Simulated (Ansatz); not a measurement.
`[AlH2][Se][SiH3]` + H₂O → `[OH][AlH2]` + `[SiH3][SeH]` at 400 K and 1 bar (formal hydrolysis of the Al–Se bond).

Calculated with Ansatz (gas phase, PBE0-D4/def2-TZVP geometries, no zero-point term in ΔE). CCSD(T)/CBS adds triple-zeta CCSD(T) − MP2 to the extrapolated MP2 energy (def2 sets, frozen cores). This one scheme is used for every species. For Se outer-core shells are correlated without core-valence functions, which leaves a few kJ/mol of doubt a bond. Scalar relativity is left out up to krypton.

```
           species  CCSD(T)/CBS energy (Eh)  H − E (kJ/mol)  S (J/(mol·K))
`[AlH2][Se][SiH3]`              -2934.85173           135.4          375.6
               H₂O                -76.37941            69.8          198.6
      `[OH][AlH2]`               -319.03157            88.7          271.1
     `[SiH3][SeH]`              -2692.20088           107.1          307.6
```

H − E and S are ideal-gas, rigid-rotor, harmonic terms from PBE0-D4/def2-TZVP. 1 Eh = 2625.50 kJ/mol, R = 8.31446 J/(mol·K).

Task: By hand: ΔE, ΔH, ΔS and ΔG.

Result: ΔE = (-319.03157) + (-2692.20088) − (-2934.85173) − (-76.37941) = -0.00131 Eh = -3.4 kJ/mol. Δ(H − E) = 88.7 + 107.1 − 135.4 − 69.8 = -9.4, so ΔH = -12.8 kJ/mol. ΔS = 271.1 + 307.6 − 375.6 − 198.6 = 4.5 J/(mol·K). ΔG = -12.8 − 400 × (4.5)/1000 = -14.6 kJ/mol.

Task: By hand: the equilibrium constant, and the temperature at which ΔG would vanish if ΔH and ΔS stayed fixed.

Result: log₁₀ K = −ΔG/(RT ln 10) = 1.9. ΔH and −TΔS have one sign here, so there is no such temperature.

The number of gas molecules stays the same, so ΔS is small and ΔH decides. A doubt of 5 kJ/mol in ΔE shifts log₁₀ K by 0.7 here. These are equilibria of isolated gas molecules and say nothing of rates. Largest T1 diagnostic: 0.012 (customary marks: 0.02 for closed shells, 0.045 for open ones).

ΔS is within the doubt of such terms, so its sign, and with it that verdict, could turn.
